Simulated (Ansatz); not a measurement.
`FC1=NCC[SiH2]1` → `C#CN(C)[SiH2]F`  (isomerisation)

Calculated with Ansatz (gas phase, PBE0-D4/def2-TZVP geometries, no zero-point term in ΔE). CCSD(T)/CBS adds triple-zeta CCSD(T) − MP2 to the extrapolated MP2 energy (def2 sets, frozen cores). DFT in def2-TZVPP. B3LYP here is the variant with VWN-RPA as its local correlation; programs differ in this. Each species was taken in one conformer, which may not be the lowest.

```csv
level,ΔE (kcal/mol),difference from CCSD(T)/CBS
PBE-D4,-8.9,10.1
r2SCAN-D4,-13.1,5.9
PBE0-D4,-10.0,9.0
B3LYP-D4,-18.2,0.8
ωB97X-V,-12.4,6.6
ωB97M-V,-15.2,3.8
B2PLYP,-20.2,-1.2
PBE,-9.3,9.7
r2SCAN,-13.1,5.9
PBE0,-10.3,8.7
B3LYP,-18.9,0.1
HF/def2-TZVPP,-24.7,-5.7
MP2/def2-TZVPP,-21.5,-2.5
SCS-MP2/def2-TZVPP,-22.0,-3.0
CCSD/def2-TZVPP,-18.9,0.1
CCSD(T)/def2-TZVPP,-17.6,1.4
HF/def2-QZVPP,-25.4,-6.4
MP2/def2-QZVPP,-22.5,-3.5
SCS-MP2/def2-QZVPP,-23.0,-4.0
HF/CBS(def2),-25.5,-6.5
MP2/CBS(def2),-22.9,-3.9
CCSD/CBS(def2),-20.3,-1.3
CCSD(T)/CBS,-19.0,0
```

Largest T1 diagnostic among the species: 0.013.

The D4 term adds +0.7 kcal/mol with B3LYP and +0.3 kcal/mol with PBE0; it sums over pairs of atoms, weighted by their polarisabilities, and B3LYP, whose exchange is more repulsive, gets the larger term. In def2-TZVPP, CCSD(T) changes the Hartree–Fock value by +7.1 kcal/mol (the triples alone add +1.3 kcal/mol) and MP2 by +3.2 kcal/mol.

CCSD(T)/CBS has its own doubt, a few kJ/mol and more with outer-core shells, so smaller differences from it don't rank the levels.
